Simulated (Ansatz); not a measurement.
`CSS[SiH3]` → `[CH2]` (triplet) + `[SiH3]SS` at 400 K and 1 bar (formal loss of a carbene).

Computed with Ansatz on PBE0-D4/def2-TZVP structures; ΔE is electronic, products minus reactants. CCSD(T)/CBS is the MP2 limit (def2-TZVPP, def2-QZVPP) plus CCSD(T) − MP2 in def2-TZVPP, frozen cores. This one scheme is used for every species. Triplets are unrestricted, without spin–orbit coupling. Each species was taken in one conformer, which may not be the lowest.

| species | CCSD(T)/CBS energy (Eh) | H − E (kJ/mol) | S (J/(mol·K)) |
| --- | --- | --- | --- |
| `CSS[SiH3]` | -1126.31043 | 205.2 | 382.6 |
| `[CH2]` (triplet) | -39.09499 | 59.0 | 205.7 |
| `[SiH3]SS` | -1087.04745 | 121.1 | 340.4 |

H − E and S are ideal-gas, rigid-rotor, harmonic terms from PBE0-D4/def2-TZVP, for one conformer and one mirror image of each species, with the whole ground term of open shells counted as degenerate. 1 Eh = 2625.50 kJ/mol, R = 8.31446 J/(mol·K).

**Question.** By hand: ΔE, ΔH, ΔS and ΔG.

**Answer.** ΔE = (-39.09499) + (-1087.04745) − (-1126.31043) = 0.16799 Eh = 441.1 kJ/mol. Δ(H − E) = 59.0 + 121.1 − 205.2 = -25.1, so ΔH = 416.0 kJ/mol. ΔS = 205.7 + 340.4 − 382.6 = 163.5 J/(mol·K). ΔG = 416.0 − 400 × (163.5)/1000 = 350.6 kJ/mol.

**Question.** By hand: the equilibrium constant, and the temperature at which ΔG would vanish if ΔH and ΔS stayed fixed.

**Answer.** log₁₀ K = −ΔG/(RT ln 10) = -45.8. ΔG = 0 at ΔH/ΔS = 2544 K, far beyond where these terms or the molecules hold.

The number of gas molecules changes by +1, which sets the sign of ΔS. A doubt of 5 kJ/mol in ΔE shifts log₁₀ K by 0.7 here. Other conformers and mirror images would add mixing entropy, several J/(mol·K) or more a flexible species. A triplet takes part, so the spin changes. These are equilibria of isolated gas molecules and say nothing of rates. Largest T1 diagnostic: 0.012 (customary marks: 0.02 for closed shells, 0.045 for open ones).
